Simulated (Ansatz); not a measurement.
Stepwise reaction of `C[NH][AlH2]` with water, as a gas-phase model of exchange steps in deposition or etching. ΔE in kJ/mol.

Gas-phase electronic energies from Ansatz, PBE0-D4/def2-TZVP geometries. CCSD(T)/CBS adds triple-zeta CCSD(T) − MP2 to the extrapolated MP2 energy (def2 sets, frozen cores). This one scheme is used for every species. Functionals use def2-TZVPP. B3LYP here is the variant with VWN-RPA as its local correlation; programs differ in this. Each species was taken in one conformer, which may not be the lowest.

```
step                                     reaction  PBE-D4  B3LYP-D4  ωB97M-V  CCSD(T)/CBS
   1  `C[NH][AlH2]` + H₂O → `C[NH][AlH][OH]` + H₂  -108.8    -115.9   -114.3       -114.2
```

(1) Give the row of step 2, `C[NH][AlH][OH]` + H₂O → `C[NH][Al]([OH])[OH]` + H₂. (Best estimate.)

(2) By hand: ΔE of the 2 steps together at CCSD(T)/CBS.

Results:

(1) Computed: 
```
step                                             reaction  PBE-D4  B3LYP-D4  ωB97M-V  CCSD(T)/CBS
   2  `C[NH][AlH][OH]` + H₂O → `C[NH][Al]([OH])[OH]` + H₂  -104.7    -112.7   -110.6       -111.5
```

(2) (-114.2) + (-111.5) = -225.7 kJ/mol, or -112.8 kJ/mol a step.

In ΔE the steps differ by no more than 2.7 kJ/mol. All are downhill at CCSD(T)/CBS. PBE-D4 differs from CCSD(T)/CBS by 5.4 to 6.8 kJ/mol a step. Isolated molecules leave out the surface, adducts and barriers. Largest T1 diagnostic: 0.012.
